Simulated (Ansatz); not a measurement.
The same path of BH5O2Si (9 atoms, charge 0, multiplicity 1) was run 3 times with different band settings. Lost on the way: Si4–H9. Made: O3–H9.

Method: UKS CAM-B3LYP-D4/6-31G (Ansatz 0.2.0).

Relaxed end points:

```xyz
9
Properties=species:S:1:pos:R:3
O -1.446 -0.489 0.840
B -1.221 0.581 -0.006
O 0.025 0.719 -0.529
Si 1.474 -0.220 -0.345
H -2.324 -0.613 1.227
H -2.078 1.362 -0.275
H 2.503 0.459 -1.184
H 1.905 -0.231 1.088
H 1.252 -1.616 -0.833
```

```xyz
9
Properties=species:S:1:pos:R:3
O -2.015 -0.644 0.301
B -0.860 0.064 0.199
O 0.262 -0.669 -0.196
Si 2.228 -0.049 -0.494
H -2.842 -0.220 0.568
H -0.720 1.218 0.412
H 1.705 1.170 -1.296
H 2.181 0.703 0.860
H 0.150 -1.620 -0.371
```

Common settings: movable images 5; climbing image yes; optimiser quadratic models (default); start path through a guess of the saddle point; force threshold 0.03 eV/Å; end points relaxed.

| run | spring | iteration limit |
| --- | --- | --- |
| 1 | 5.0 eV/Å² | 60 |
| 2 | 5.0 eV/Å² | 3 |
| 3 | 2.0 to 10.0 eV/Å², energy-weighted | 60 |

What does each run give, and how far can it be trusted?

Run 1: converged after 33 iterations, highest image 3.082 eV above the first end. Neighbouring images differ by up to 2.9 eV, so the band resolves the path poorly. A vibrational analysis at the climbing image gives one clearly imaginary mode, 1564i cm⁻¹: a first-order saddle point.
Run 2: not converged after 3 iterations, highest image 3.453 eV above the first end. The band didn't meet its force threshold, so its energies are provisional: the largest band force was still 3.02 eV/Å, and over the last iterations the top moved between 3.45 and 10.24 eV.
Run 3: converged after 47 iterations, highest image 3.082 eV above the first end. Neighbouring images differ by up to 1.8 eV, so the band resolves the path poorly. Another band between the same ends (5 images) ends at a top of the same energy, where a vibrational analysis finds 1 clearly imaginary mode.
The orbitals stay closed-shell, which can raise the energy where a bond breaks towards radicals; this wasn't checked here. Limits of this set-up: no polarisation functions.
